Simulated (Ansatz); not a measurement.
One change: `C[CH2][GeH]([OH])[OH]` becomes `[OH][GeH]([OH])[Cl]`.

Ansatz, PBE0-D4/def2-TZVP geometries, multiplicity 1. Each molecule was computed in one conformer, which needn't be the lowest.

Scalar relativity is left out up to krypton.

```tsv
property	`C[CH2][GeH]([OH])[OH]`
size of the dipole moment (ωB97M-V/def2-TZVPP) / D	1.79
HOMO energy (B3LYP/def2-TZVPP) / eV	-7.94
HOMO–LUMO gap (PBE/def2-TZVPP) / eV	6.37
HOMO energy (PBE/def2-TZVPP) / eV	-6.65
size of the dipole moment (B3LYP/def2-TZVPP) / D	1.76
size of the dipole moment (PBE/def2-TZVPP) / D	1.63
```

Give the same properties after the change, and the shifts. (Estimate.)

The calculation gave: 
```json
{"property": "size of the dipole moment (ωB97M-V/def2-TZVPP) / D", "`[OH][GeH]([OH])[Cl]`": "1.00", "shift": "-0.79"}
{"property": "HOMO energy (B3LYP/def2-TZVPP) / eV", "`[OH][GeH]([OH])[Cl]`": "-8.92", "shift": "-0.98"}
{"property": "HOMO–LUMO gap (PBE/def2-TZVPP) / eV", "`[OH][GeH]([OH])[Cl]`": "6.42", "shift": "0.05"}
{"property": "HOMO energy (PBE/def2-TZVPP) / eV", "`[OH][GeH]([OH])[Cl]`": "-7.56", "shift": "-0.91"}
{"property": "size of the dipole moment (B3LYP/def2-TZVPP) / D", "`[OH][GeH]([OH])[Cl]`": "0.99", "shift": "-0.77"}
{"property": "size of the dipole moment (PBE/def2-TZVPP) / D", "`[OH][GeH]([OH])[Cl]`": "0.98", "shift": "-0.65"}
```

With PBE0 the HOMO falls by 1.05 eV and the LUMO falls by 0.72 eV, so the gap widens by about 0.33 eV. PBE moves the HOMO by -0.91 eV and ωB97M-V by -1.08 eV. Dipoles are sizes alone; their direction can turn.

B3LYP here is the variant with VWN-RPA as its local correlation; programs differ in this.
